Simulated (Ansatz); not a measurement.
A calculation with Ansatz (development build ahead of 0.2.0).

```yaml
crystal:
  periodic: [false, false, false]
  atoms:
    - { symbol: Ti, position_ang: [0.0, 0.0, 0.0] }
    - { symbol: Cl, position_ang: [0.0, 0.0, 5.64] }
basis:
  gaussian: { orbitals: pcseg-2 }
magnetization:
  spin_polarized: true
  initial_magnetization: 3
hamiltonian:
  xc: pbe
```

The input is written out in the form of the current development build from the run's settings.

The run gave:

| Quantity | Value |
| --- | --- |
| Converged | yes |
| Total energy | -1309.14630 hartree |
| Spin squared of the determinant | 4.301 |
| Stability test | minimum |

Caution: charge can spread falsely over distant fragments; other spin multiplicities were not run; the unrestricted determinant is spin contaminated.
